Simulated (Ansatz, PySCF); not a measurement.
C3H5BO2, SMILES OB1CC=CO1. Atoms are numbered in the order given.

```xyz
11

O     -0.1023    -2.1008     0.0000
B      0.0030    -0.7550     0.0000
C      1.2629     0.2157     0.0000
C      0.5454     1.5376     0.0000
C     -0.7755     1.3234     0.0000
O     -1.1536     0.0039     0.0000
H      0.7514    -2.5408     0.0000
H      1.9148     0.0791    -0.8821
H      1.9148     0.0791     0.8821
H      1.0124     2.5230     0.0000
H     -1.5949     2.0438     0.0000
```

Coordinates come from a PBE0-D3(BJ)/def2-SVP optimisation. Other conformers were not sampled.

Two levels are set side by side: PBE-D3(BJ)/def2-SVP (Ansatz, a quantum-chemistry and plane-wave program) and PBE0-D3(BJ)/def2-SVP (Ansatz). Each level has its own optimised geometry; the coordinates shown are those of the second. Frequencies come from the Hessian of PySCF at each geometry. Differences are taken from unrounded values.

```tsv
quantity	PBE0-D3(BJ)	PBE-D3(BJ)	PBE-D3(BJ) minus PBE0-D3(BJ)
mean bond length (Å)	1.263	1.273	0.010
bond O1–B2 (Å)	1.350	1.362	0.012
bond B2–C3 (Å)	1.590	1.597	0.007
bond B2–O6 (Å)	1.383	1.397	0.013
bond C3–C4 (Å)	1.504	1.511	0.007
bond C4–C5 (Å)	1.338	1.350	0.012
bond C5–O6 (Å)	1.373	1.387	0.014
bond O1–H7 (Å)	0.961	0.972	0.011
bond C3–H8 (Å)	1.105	1.114	0.009
bond C3–H9 (Å)	1.105	1.114	0.009
bond C4–H10 (Å)	1.090	1.098	0.008
bond C5–H11 (Å)	1.091	1.099	0.008
highest harmonic wavenumber (cm⁻¹)	3945	3779	-167
mean harmonic wavenumber (cm⁻¹)	1373	1324	-49
zero-point energy (kcal/mol)	53.00	51.09	-1.91
```

Exact exchange shortens and stiffens bonds; PBE has none. Differences between two approximate levels are no errors against the true value.
